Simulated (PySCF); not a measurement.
# `O=C1C=[C]([GeH2][SH])CC1`, C₅H₈GeOS

Molfile (atoms numbered from 1):
```
C5H8GeOS
     RDKit          3D

 16 16  0  0  0  0  0  0  0  0999 V2000
   -2.3772    1.6391   -1.6776 O   0  0  0  0  0  0  0  0  0  0  0  0
   -1.6463    0.9205   -1.0418 C   0  0  0  0  0  0  0  0  0  0  0  0
   -0.1921    0.7728   -1.1926 C   0  0  0  0  0  0  0  0  0  0  0  0
    0.2978   -0.1177   -0.3255 C   0  0  0  0  0  0  0  0  0  0  0  0
    2.1790   -0.6279   -0.1183 Ge  0  0  0  0  0  4  0  0  0  0  0  0
    2.9290    0.0618    1.8393 S   0  0  0  0  0  0  0  0  0  0  0  0
   -0.7743   -0.6932    0.5484 C   0  0  0  0  0  0  0  0  0  0  0  0
   -2.0625   -0.0146    0.0833 C   0  0  0  0  0  0  0  0  0  0  0  0
    0.3689    1.3255   -1.9270 H   0  0  0  0  0  0  0  0  0  0  0  0
    3.0009   -0.0437   -1.2404 H   0  0  0  0  0  0  0  0  0  0  0  0
    2.3297   -2.1242   -0.1014 H   0  0  0  0  0  0  0  0  0  0  0  0
    2.6436    1.3372    1.6066 H   0  0  0  0  0  0  0  0  0  0  0  0
   -0.5538   -0.4909    1.5998 H   0  0  0  0  0  0  0  0  0  0  0  0
   -0.8085   -1.7794    0.4324 H   0  0  0  0  0  0  0  0  0  0  0  0
   -2.5402    0.5662    0.8726 H   0  0  0  0  0  0  0  0  0  0  0  0
   -2.8014   -0.7227   -0.2922 H   0  0  0  0  0  0  0  0  0  0  0  0
  1  2  2  0
  2  3  1  0
  3  4  2  0
  4  5  1  0
  5  6  1  0
  4  7  1  0
  7  8  1  0
  8  2  1  0
  3  9  1  0
  5 10  1  0
  5 11  1  0
  6 12  1  0
  7 13  1  0
  7 14  1  0
  8 15  1  0
  8 16  1  0
M  END
```

Computed with PySCF 2.14.0, GIAO HF/pcSseg-1 magnetisability, rotational g tensor and spin-rotation constants, non-relativistic, gas phase. Geometry: GFN2-xTB.

The calculation is non-relativistic, which matters for the atoms heavier than Zn.

(1) What are the magnetisability and the molar susceptibility?

(2) Split it along the inertial axes a, b, c into diamagnetic and paramagnetic parts about the centre of mass, with the quadrupole moment.

(3) And the rotational g tensor?

Answers

(1) Isotropic -1582 × 10⁻³⁰ J/T², or -95.3 × 10⁻⁶ cm³/mol; principal values -1862, -1463, -1420 × 10⁻³⁰ J/T², anisotropy 422 × 10⁻³⁰ J/T² (root of half the summed squared differences of the principal values). The susceptibility is in cgs units.

(2) 
```tsv
axis	χ (10⁻⁶ cm³/mol)	diamagnetic (10⁻⁶ cm³/mol)	paramagnetic (10⁻⁶ cm³/mol)	summed x² of all electrons (Å²)	quadrupole Θ (D Å)
a	-86.7	-554.7	468.0	442.2	-26.20
b	-96.1	-2102.2	2006.1	77.4	+11.39
c	-102.9	-2204.4	2101.5	53.3	+14.80
```
Anisotropies 2χaa − χbb − χcc = +25.5 and 2χbb − χaa − χcc = -2.5 × 10⁻⁶ cm³/mol. Θ is traceless in Buckingham's convention.

(3) 
```
axis  rotational constant (GHz)        g  nuclear part  electronic part
   a                     2.8344  -0.0416        0.5816          -0.6231
   b                     0.5640  -0.0117        0.5199          -0.5315
   c                     0.5362  -0.0099        0.5195          -0.5293
```
Asymmetric top; isotopes 12C, 74Ge, 1H, 16O, 32S; no vibrational averaging.
